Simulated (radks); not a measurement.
Neutral silicon inside a hard spherical wall (all orbitals vanish at R), configuration held at [Ne] 3s2 3p2 and not refilled when levels cross. Method: non-relativistic Kohn-Sham, LDA (Slater exchange, Perdew-Wang correlation), spin-polarised, spherical densities, point nucleus; open shells are filled with parallel spins first; computed with a radial shooting solver on a logarithmic mesh with Libxc functionals. Eigenvalues in eV for spin up, with the zero of energy where the potential of the charges vanishes at infinity; a dash marks a level that is unbound or too diffuse for the functional's potential to be trusted. A positive occupied level is held by the wall or, in an anion where self-interaction has pushed it up, behind a barrier. The pressure on the wall is -dE/dV.

R (bohr)  E (hartree)  kinetic (hartree)    e(2s)    e(2p)    e(3s)   e(3p)  e(4s, empty)  e(4p, empty)  pressure (GPa)
free       -288.21781            287.517  -137.95  -95.519  -11.333  -4.624        -0.402             -               0
20         -288.21781            287.517  -137.95  -95.519  -11.333  -4.624        -0.388         0.371        < 0.0001
15         -288.21781            287.517  -137.95  -95.519  -11.333  -4.624        -0.316         0.677        < 0.0001
10         -288.21758            287.519  -137.92  -95.490  -11.312  -4.603         0.313         2.048         0.00647
6          -288.19145            287.680  -136.74  -94.305  -10.542  -3.681         6.180        10.272            2.09
5          -288.12649            287.999  -134.99  -92.547   -9.380  -2.205        12.761        18.102            10.9
3.5        -287.54612            290.131  -126.89  -84.392   -2.600   6.216        44.107        51.838             181
3          -286.83413            292.289  -120.91  -78.361    4.216  14.254        71.383        79.563             536
2.5        -285.21192            296.672  -111.60  -68.914   18.443  30.193        122.31        129.52            1830
2          -281.08120            306.817  -96.109  -52.940   52.493  65.805        228.34        229.47            7760
1.5        -268.32555            335.798  -64.633  -19.390   151.53  160.68        490.60        465.55           47400
